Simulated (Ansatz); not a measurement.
`CCBCC`. Total charge 0; spin multiplicity 1. The structure was optimised at the PBE0-D4/def2-TZVP level. It is one conformer, not always the lowest.

```xyz
16

C    -1.756   -1.249    1.542
C    -0.589   -0.306    1.279
B    -0.032   -0.234   -0.175
C     0.700    1.027   -0.725
C     1.688    0.828   -1.868
H    -1.537   -2.255    1.175
H    -1.994   -1.325    2.606
H    -2.659   -0.910    1.029
H    -0.782    0.693    1.688
H     0.297   -0.656    1.843
H    -0.172   -1.189   -0.899
H    -0.148    1.644   -1.079
H     1.139    1.624    0.083
H     1.229    0.276   -2.691
H     2.558    0.253   -1.540
H     2.056    1.777   -2.266
```

Problem. What is the dipole moment at r2SCAN/def2-TZVPP? (Best estimate.)

Solution. The calculation gave: 0.60 D, with components (0.07, 0.47, 0.36) D in this frame, pointing from negative to positive charge.

Problem. And with PBE, B3LYP, ωB97M-V? (An estimate is asked.)

Solution. Computed: PBE 0.62 D, B3LYP 0.57 D, ωB97M-V 0.58 D.

Problem. Give the Mulliken charges with r2SCAN, B3LYP, ωB97M-V in def2-TZVPP. (Best estimate.)

Solution. The calculation gave: 
| atom | r2SCAN | B3LYP | ωB97M-V |
| --- | --- | --- | --- |
| C1 | -0.12 | -0.23 | -0.30 |
| C2 | -0.09 | -0.14 | -0.20 |
| B3 | 0.08 | 0.02 | -0.04 |
| C4 | -0.09 | -0.14 | -0.20 |
| C5 | -0.12 | -0.23 | -0.30 |
| H6 | 0.04 | 0.08 | 0.10 |
| H7 | 0.04 | 0.08 | 0.11 |
| H8 | 0.04 | 0.07 | 0.10 |
| H9 | 0.03 | 0.07 | 0.09 |
| H10 | 0.03 | 0.06 | 0.09 |
| H11 | -0.02 | 0.01 | 0.06 |
| H12 | 0.03 | 0.06 | 0.09 |
| H13 | 0.03 | 0.07 | 0.09 |
| H14 | 0.04 | 0.08 | 0.10 |
| H15 | 0.04 | 0.07 | 0.10 |
| H16 | 0.04 | 0.08 | 0.11 |

B3LYP here is the variant with VWN-RPA as its local correlation; programs differ in this.
